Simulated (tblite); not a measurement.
Compound: C₅H₁₁P₂ (charge +1).
Geometry (GFN2-xTB, Å), atoms numbered from 1 in this order:
```
atom  x, y, z in Å
C1    -2.571    0.101    0.074
C2    -1.126   -0.217   -0.061
C3    -0.605   -1.288   -0.642
C4     0.896   -1.442   -0.658
P5     1.465    0.216   -0.138
P6     1.999    1.419   -1.848
C7    -0.136    0.765    0.545
H8    -2.829    0.253    1.121
H9    -2.808    1.021   -0.461
H10   -3.183   -0.701   -0.327
H11   -1.199   -2.069   -1.087
H12    1.226   -2.214    0.044
H13    1.271   -1.706   -1.651
H14    2.376    0.078    0.900
H15    2.461    2.466   -1.038
H16    3.263    0.824   -1.954
H17   -0.363    1.797    0.265
H18   -0.147    0.704    1.639
```

Method: GFN2-xTB as coded in tblite; computed harmonic values from a numerical Hessian at the method's own geometry, unscaled. This tight-binding method is rough: wavenumbers can miss measured ones by several per cent, in bad cases by 10 to 20. Modes of hydrogen on phosphorus can be 10 to 20 % off. One conformer, not necessarily the lowest.

Harmonic wavenumbers (cm⁻¹): 32.0, 118.7, 136.1, 143.1, 181.7, 229.6, 315.9, 399.4, 411.5, 498.1, 579.0, 673.7, 680.2, 711.2, 750.1, 774.0, 798.7, 811.2, 838.1, 870.0, 887.4, 973.1, 1001.6, 1040.5, 1050.2, 1071.6, 1084.0, 1140.9, 1181.4, 1211.2, 1258.0, 1394.0, 1396.6, 1402.7, 1455.6, 1459.0, 1722.1, 2230.4, 2274.7, 2309.1, 2923.0, 2928.3, 2946.0, 2949.7, 3013.8, 3028.4, 3072.5, 3128.3.

A = 3141, B = 1133, C = 1022 MHz; mass 133.034 u (most abundant isotopes); point group C1, symmetry number 1.

**Question.** What is the zero-point energy?

**Answer.** ½Σν̃ = 30743 cm⁻¹ = 367.77 kJ/mol.

**Question.** Entropy at 200 K, 1 bar (ideal gas, RRHO, classical rotation)?

**Answer.** Translation 161.55, rotation 115.82, vibration 70.44: S = 347.8 J/(mol K).

**Question.** And Cp and H(200 K) − H(0)?

**Answer.** Cp = 110.45 J/(mol K), of which vibrations give 77.19 (their classical limit is 48 R = 399.1); H(200 K) − H(0) = 14.27 kJ/mol without the zero-point energy, 7.62 from vibrations.

**Question.** What must be added to the electronic energy to get the Gibbs energy at 200 K and 1 bar?

**Answer.** ZPE + [H(200 K) − H(0)] − T·S = 367.77 + 14.27 − 69.56 = 312.48 kJ/mol.

**Question.** Blend soft modes into free rotors: weight 1/[1 + (100 cm⁻¹/ν̃)⁴] for the oscillator and the rest for a rotor with moment μB/(μ + B), μ = h/(8π²ν), B = 10⁻⁴⁴ kg m². What vibrational entropy results?

**Answer.** 65.19 J/(mol K) in place of 70.44, which changes −T·S at 200 K by +1.05 kJ/mol.

**Question.** Which modes carry the vibrational entropy at 200 K?

**Answer.** 32.0 cm⁻¹: 20.54; 118.7 cm⁻¹: 9.88; 136.1 cm⁻¹: 8.81; 143.1 cm⁻¹: 8.43; 181.7 cm⁻¹: 6.66; 229.6 cm⁻¹: 5.03 J/(mol K); the other 42 give 11.09 together.

**Question.** How do the functions run with temperature in this model?

**Answer.** 
```json
{"T (K)": "100", "S (J/(mol K))": "286.2", "Cp (J/(mol K))": "72.6", "H − H(0) (kJ/mol)": "5.17", "G − H(0) (kJ/mol)": "-23.45", "ln q(vib)": "1.62"}
{"T (K)": "300", "S (J/(mol K))": "400.7", "Cp (J/(mol K))": "153.9", "H − H(0) (kJ/mol)": "27.47", "G − H(0) (kJ/mol)": "-92.75", "ln q(vib)": "6.20"}
{"T (K)": "500", "S (J/(mol K))": "497.9", "Cp (J/(mol K))": "228.5", "H − H(0) (kJ/mol)": "66.16", "G − H(0) (kJ/mol)": "-182.79", "ln q(vib)": "10.95"}
{"T (K)": "800", "S (J/(mol K))": "621.9", "Cp (J/(mol K))": "298.3", "H − H(0) (kJ/mol)": "146.15", "G − H(0) (kJ/mol)": "-351.41", "ln q(vib)": "17.93"}
{"T (K)": "1000", "S (J/(mol K))": "691.9", "Cp (J/(mol K))": "328.5", "H − H(0) (kJ/mol)": "208.99", "G − H(0) (kJ/mol)": "-482.94", "ln q(vib)": "22.29"}
```

q(vib) and H(0) count from the zero-point level.

Hindered rotation and anharmonicity are outside this model. Other conformers, if any are populated, would add a mixing term that is left out. The structure is chiral; the term R ln 2 for an equal mix with its mirror image is left out.

Run on one thread, x86-64 server, no GPU, on a shared host. This covers the Hessian and the dipole derivatives.
